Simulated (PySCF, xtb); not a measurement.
C₂H₄F, SMILES C[CH]F (connectivity only; charge and spin as stated), charge +1, multiplicity 1.

GFN2-xTB run with xtb at its own geometry gives an orbital gap of 3.36 eV.

Geometry: PBE0-D3(BJ)/def2-TZVP. The spin state was assumed, not searched. The isomer is the one that the SMILES or the coordinates give; other isomers of the formula were not compared.

**Question.** What does PBE/def2-TZVPD in PySCF give? (The exact figures need the calculation; the answer reports its results.)

**Answer.** gap 5.32 eV (levels -16.48 and -11.16 eV).
